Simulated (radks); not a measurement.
Q: Species: Os II. Configuration: [Xe] 4f12 5d8 6s1 (not the ground configuration). All-electron calculation, Dirac Kohn-Sham, PBE, spin-unpolarised, spherical densities, point nucleus; open shells fill j = l - 1/2 first. Program: a radial shooting solver on a logarithmic mesh with Libxc functionals.

Spin-orbit splittings of the eigenvalues, e(l+1/2) - e(l-1/2), with zeta = 2 splitting/(2l+1) and mean radii in bohr:

| shell | occ. | splitting (eV) | zeta (eV) | <r> j=l-1/2 | <r> j=l+1/2 |
|---|---|---|---|---|---|
| 2p | 6 | 1531 | 1021 | 0.06131 | 0.06950 |
| 3p | 6 | ? | ? | 0.1835 | 0.1986 |
| 3d | 10 | 72.24 | 28.90 | 0.1735 | 0.1781 |
| 4p | 6 | 79.46 | 52.97 | 0.4336 | 0.4663 |
| 4d | 10 | 14.86 | 5.946 | 0.4774 | 0.4882 |
| 4f | 12 | 3.012 | 0.8605 | 0.5284 | 0.5352 |
| 5p | 6 | 13.45 | 8.970 | 1.064 | 1.158 |
| 5d | 8 | 1.348 | 0.5390 | 1.584 | 1.644 |

Estimate the 3p splitting.

A: 333.8 eV (zeta = 222.5 eV).
